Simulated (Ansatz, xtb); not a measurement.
# Ge2HSi2: where a starting geometry ends

The starting geometry of this gas-phase doublet was built from a drawn formula by distance geometry; its bonds are those of `[Si]#[Ge][SiH]=[Ge]`.

```xyz
5

Ge   -0.4830    0.3099    0.0502
Ge    1.8712    3.1077    1.4239
Si   -2.1137   -0.4660    0.0506
Si    1.7022    1.3486    0.1815
H     2.7002    0.4228    0.7066
```

Problem. Predict what becomes of its bonds when it is optimised with r2SCAN-D4/def2-SVP.

Solution. New bonds form, giving a structure given below by its coordinates. Distances that change by over a tenth: Ge1–Si3 (1.81 → 2.33 Å), Ge2–Si4 (2.16 → 2.38 Å). Contacts that close: Ge1–Ge2 (3.91 → 2.53 Å), Si3–Si4 (4.23 → 2.47 Å).

The energy falls by 4.31 eV over 21 steps:

```json
{"step": "1", "E − E(last) (eV)": "4.307"}
{"step": "3", "E − E(last) (eV)": "1.738"}
{"step": "5", "E − E(last) (eV)": "1.270"}
{"step": "8", "E − E(last) (eV)": "0.748"}
{"step": "10", "E − E(last) (eV)": "0.713"}
{"step": "12", "E − E(last) (eV)": "0.588"}
{"step": "14", "E − E(last) (eV)": "0.366"}
{"step": "17", "E − E(last) (eV)": "0.017"}
{"step": "19", "E − E(last) (eV)": "0.000"}
{"step": "21", "E − E(last) (eV)": "0.000"}
```

Final geometry (Å):

```xyz
5

Ge   -0.7531    1.6718    0.6531
Ge    1.3106    3.0551    1.1406
Si   -0.6697   -0.5601   -0.0172
Si    1.3512    0.7733    0.4497
H     2.4378   -0.2172    0.1866
```

From the same start GFN2-xTB ends elsewhere, differing in Ge1–Ge2 (2.99 against 2.53 Å here), Ge2–Si3 (2.43 against 4.28 Å here), Si3–Si4 (3.22 against 2.47 Å here).

The end wasn't checked by frequencies. Open shells are spin-unrestricted. Run with Ansatz 0.2.0, 2.7 min on 2 threads of Intel(R) Xeon(R) 6975P-C (Granite Rapids), on a shared host.
